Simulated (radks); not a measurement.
Q: Species: La11+. Configuration: [Kr] 4d10 (the NIST ground configuration). Method: non-relativistic Kohn-Sham, PBE, spin-polarised, spherical densities, point nucleus; relativity is left out, which matters for an element this heavy; computed with a radial shooting solver on a logarithmic mesh with Libxc functionals. Some entries of the table are withheld. Estimate them.

orbital  occ.  eigenvalue (eV)  <r> (bohr)
1s          2        -37093.04     0.02665
2s          2        -5879.908      0.1142
2p          6              (1)     0.09710
3s          2        -1385.341      0.2996
3p          6              (2)         (3)
3d         10        -997.1939      0.2602
4s          2        -404.3621         (4)
4p          6        -353.8078      0.6974
4d         10        -265.0296      0.7430
5s          0        -171.6305       1.393
5p          0        -153.8471       1.470

A: 
(1) 2p eigenvalue (eV): -5564.467
(2) 3p eigenvalue (eV): -1249.701
(3) 3p <r> (bohr): 0.2895
(4) 4s <r> (bohr): 0.6783
